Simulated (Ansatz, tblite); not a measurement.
Spin states of Ta4⁺, each relaxed with r2SCAN-D4/def2-SVP in Ansatz. Electronic energies in the gas phase.

In the def2 sets Ta takes a core potential; there is no spin–orbit coupling. The xTB rows come from tblite. HSE06 is defined as in plane-wave codes, on full-range PBE exchange. Correlated methods freeze no core orbitals; core or outer-core shells of Ta are correlated, in sets that lack core-valence functions. The structure comes from a short search, and lower isomers may exist.

Doublet geometry:

```xyz
4

Ta   -1.300   -0.840    0.114
Ta    0.795   -0.502   -1.281
Ta   -0.414    1.532   -0.069
Ta    0.919   -0.189    1.236
```

Quartet geometry (C2v within 0.1 Å):

```xyz
4

Ta   -0.469   -1.454    0.190
Ta    0.412    0.480    1.517
Ta    1.069   -0.091   -1.245
Ta   -1.012    1.065   -0.462
```

⟨S²⟩: doublet 0.81 at PBE0-D4/def2-TZVP (pure 0.75), quartet 3.78 at PBE0-D4/def2-TZVP (pure 3.75).

Run but left out: GFN2-xTB (tight binding far off the other levels); HF/def2-SVP, HF/def2-TZVP, MP2/def2-SVP, MP2/def2-TZVP, CCSD/def2-SVP, CCSD(T)/def2-SVP (doublet: ⟨S²⟩ 4.51 to 5.10, where a pure state has 0.75).

Only these spin states were relaxed. Higher spins weren't run and may lie lower.

```json
{"level": "GFN1-xTB", "quartet − doublet (kJ/mol)": "181.7", "lowest of these": "doublet"}
{"level": "PBE-D4/def2-TZVP", "quartet − doublet (kJ/mol)": "64.8", "lowest of these": "doublet"}
{"level": "BLYP-D4/def2-TZVP", "quartet − doublet (kJ/mol)": "69.8", "lowest of these": "doublet"}
{"level": "r2SCAN-D4/def2-TZVP", "quartet − doublet (kJ/mol)": "40.9", "lowest of these": "doublet"}
{"level": "HSE06-D4/def2-TZVP", "quartet − doublet (kJ/mol)": "48.1", "lowest of these": "doublet"}
```

Task: Estimate the rows for revPBE-D4/def2-TZVP, r2SCANh-D4/def2-TZVP, PBE0-D4/def2-TZVP, RPA@PBE/def2-TZVP.

Result: 
```csv
level,quartet − doublet (kJ/mol),lowest of these,remarks
revPBE-D4/def2-TZVP,59.3,doublet,–
r2SCANh-D4/def2-TZVP,36.6,doublet,spin-contaminated (⟨S²⟩ 0.85) (doublet)
PBE0-D4/def2-TZVP,47.4,doublet,–
RPA@PBE/def2-TZVP,73.8,doublet,–
```

The xTB methods have no term that favours high spin, so they put low spin too low.
